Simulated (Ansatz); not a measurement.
## How methods differ on SiH4O4 (orthosilicic acid)

SiH4O4 has 9 atoms, charge 0, and is taken as a singlet. SMILES: `O[Si](O)(O)O`. The coordinates come from a PBE0-D4/def2-TZVP relaxation. This is one conformer, not always the lowest.

Each level gives the vertical energy of the triplet above the singlet (eV). The values are calculated.

```json
{"level": "SVWN5/def2-SVP", "kind": "LDA", "program": "Ansatz", "value (eV)": "7.13", "CPU time (all runs)": "14 s"}
{"level": "BHLYP/def2-SVP", "kind": "global hybrid", "program": "Ansatz", "value (eV)": "8.54", "CPU time (all runs)": "15 s"}
{"level": "r2SCAN0/def2-SVP", "kind": "hybrid meta-GGA", "program": "Ansatz", "value (eV)": "8.42", "CPU time (all runs)": "41 s"}
{"level": "CAM-B3LYP/def2-SVP", "kind": "range-separated hybrid", "program": "Ansatz", "value (eV)": "?", "CPU time (all runs)": "41 s"}
{"level": "HSE06/def2-SVP", "kind": "range-separated hybrid", "program": "Ansatz", "value (eV)": "?", "CPU time (all runs)": "1.7 min"}
{"level": "wB97X/def2-SVP", "kind": "range-separated hybrid", "program": "Ansatz", "value (eV)": "8.95", "CPU time (all runs)": "65 s"}
{"level": "PBE-QIDH/def2-SVP", "kind": "double hybrid", "program": "Ansatz", "value (eV)": "8.82", "CPU time (all runs)": "18 s"}
{"level": "CCSD/def2-SVP", "kind": "coupled cluster or CI", "program": "Ansatz", "value (eV)": "8.84", "CPU time (all runs)": "98 s"}
```

**Question.** Estimate what the levels marked ? give.

**Answer.** As computed at these levels: CAM-B3LYP/def2-SVP: 8.51 eV; HSE06/def2-SVP: 8.21 eV. The values span 7.13 to 8.95 eV. A triplet this far above the singlet is often a Rydberg-like or dissociative state; sets without diffuse functions put Rydberg states too high. Times are those of the runs behind each value, whatever else they computed, on shared processors of several kinds: orders of magnitude only.
